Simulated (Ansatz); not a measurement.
Species: sum formula FeOH$_{2}$, net charge 0, quintet state. The spin state was set by rule; other spins were not relaxed. 
Geometry from a B3LYP-D3(BJ)/def2-TZVP (Ansatz, an electronic-structure program) optimisation:
SMILES: [OH][FeH]
```xyz
4

Fe     0.2357     0.0762    -0.3416
O     -0.8265    -0.2682     1.0544
H      1.2609     0.4095    -1.5632
H     -0.7772    -0.2460     2.0096
```
Charge 0, spin multiplicity 5.

Property: vertical electron affinity (to the quartet state of charge -1; a negative value means that the extra electron is unbound and the number depends on the basis; each state is the SCF solution reached for its spin; the UHF <S^2> is 4.59 for the quartet (pure: 3.75); for the quartet T1 is 0.098), in eV. Valence correlation only, unless marked. Open shells are spin-unrestricted. No spin-orbit coupling. The frozen core is the preceding noble-gas configuration, with the filled d and f shells of earlier blocks. No relativistic terms. Anions need diffuse functions: def2-D sets add few. 

```
level                 program  vertical electron affinity (eV)
--------------------  -------  -------------------------------
HF/def2-SVPD           Ansatz                            -0.90
HF/def2-TZVPPD         Ansatz                            -0.89
HF/def2-QZVPPD         Ansatz                            -0.73
SVWN5/def2-TZVPD       Ansatz                             1.35
PBE/def2-TZVPD         Ansatz                             1.12
r2SCAN/def2-TZVPD      Ansatz                             0.94
B3LYP/def2-TZVPD       Ansatz                             1.00
PBE0/def2-TZVPD        Ansatz                             0.71
BHLYP/def2-TZVPD       Ansatz                             0.31
CAM-B3LYP/def2-TZVPD   Ansatz                             0.92
wB97M-V/def2-TZVPD     Ansatz                             0.86
wB97X/def2-TZVPD       Ansatz                             0.98
B2PLYP/def2-TZVPD      Ansatz                             0.70
MP2/def2-TZVPPD        Ansatz                            -0.15
SCS-MP2/def2-SVPD      Ansatz                            -0.31
SCS-MP2/def2-TZVPPD    Ansatz                            -0.19
CCSD/def2-SVPD         Ansatz                             0.17
CCSD/def2-TZVPPD       Ansatz                             0.40
CCSD(T)/def2-SVPD      Ansatz                             0.28
CCSD(T)/def2-TZVPPD    Ansatz                             0.55
```
